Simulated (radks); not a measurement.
Results of a calculation; reference values are marked as such.
Problem. Valence configurations of the neodymium ion Nd+ (all share [Xe]). Code: a radial shooting solver on a logarithmic mesh with Libxc functionals. Model: scalar-relativistic Kohn-Sham, BLYP, spin-polarised, spherical densities, finite nucleus; open shells are filled with parallel spins first (spin-orbit coupling, left out, can overturn this in heavy ions); Fermi nuclear charge, rms radius 4.9123 fm. Order these by energy: 4f4 6p1; 4f4 6s1; 4f3.5 6s1.5; 4f4 5d1; 4f2 6s1 6p2; 4f3 5d1 6p1; 4f3 6s1 6p1; 4f3 6s2; 4f3.5 5d0.5 6s1; 4f3 5d1 6s1.

Solution. From the lowest, in eV above it: 4f4 6s1 0.000; 4f3.5 5d0.5 6s1 0.850; 4f3.5 6s1.5 0.908; 4f4 5d1 1.118; 4f3 5d1 6s1 2.699; 4f4 6p1 3.098; 4f3 6s2 3.309; 4f3 5d1 6p1 6.074; 4f3 6s1 6p1 6.304; 4f2 6s1 6p2 20.554. NIST lists [Xe] 4f4 6s1 as the ground configuration; this level of theory agrees among the configurations tried. The energies are those of spherical high-spin densities, not of single terms.
